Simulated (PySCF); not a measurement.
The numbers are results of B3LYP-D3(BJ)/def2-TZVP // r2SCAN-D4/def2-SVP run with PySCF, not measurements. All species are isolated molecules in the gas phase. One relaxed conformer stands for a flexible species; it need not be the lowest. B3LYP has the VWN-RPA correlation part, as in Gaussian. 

Reference species: [Nb(F)3(OH)2] (neutral, multiplicity 1).

| Item | Result |
|---|---|
| LUMO | -2.80 eV |
| mean distance from the central atom to its bonded neighbours | 1.875 Å |

Changed species: [Nb(F)(OH)4] (4 of 5 F replaced by OH; the reference has 2 of 5 F replaced by OH).

**Question.** Predict the effect on the LUMO and mean distance from the central atom to its bonded neighbours.

**Answer.** the LUMO rises by 0.70 eV, to -2.10 eV; the mean distance from the central atom to its bonded neighbours goes up by 0.028 Å, to 1.903 Å.
